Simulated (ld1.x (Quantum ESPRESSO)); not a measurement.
**An all-electron radial function and its pseudo partner (Tl)**

Columns: radius, all-electron u(r) and pseudo u(r) of the 6p shell (level -2.37 eV) of thallium in the configuration [Xe] 4f14 5d10 6s2 6p1; PBE, scalar-relativistic, TM scheme, ld1.x (Quantum ESPRESSO) 7.5.

```
r (bohr)  all-electron  pseudo
   0.115       -0.0905  0.0015
   0.230        0.0525  0.0062
   0.345        0.1361  0.0138
   0.460        0.0293  0.0245
   0.575       -0.1110  0.0381
   0.690       -0.2004  0.0546
   0.805       -0.2245  0.0741
   0.920       -0.1964  0.0964
   1.035       -0.1352  0.1216
   1.150       -0.0569  0.1498
   1.265        0.0269  0.1811
   1.380        0.1091  0.2154
   1.495        0.1856  0.2526
   1.610        0.2544  0.2922
   1.725        0.3146  0.3330
   1.840        0.3663  0.3735
   1.955        0.4100  0.4120
   2.070        0.4461  0.4464
   2.185        0.4754  0.4754
   2.300        0.4987  0.4987
   2.415        0.5165  0.5165
   2.530        0.5297  0.5297
   2.645        0.5387  0.5387
   2.760        0.5442  0.5442
   2.875        0.5465  0.5465
   2.990        0.5462  0.5462
```

(1) How many radial nodes do the two functions have?

(2) At about which radius was the pseudo-wave matched?

(3) Is the pseudo-wave norm-conserving?

Answers

(1) The all-electron 6p function has n − l − 1 = 4 (the table is too coarse to show those close to the nucleus); the pseudo-wave has 0, since the states of the same l below it are removed with the core.

(2) 2.30 bohr. The columns agree to 0.0005 from 2.07 bohr on; several derivatives are matched, so the curves merge somewhat inside the radius.

(3) Yes: the TM scheme keeps the norm inside the radius equal to the all-electron one, which fixes the energy derivative of the logarithmic derivative at the level.
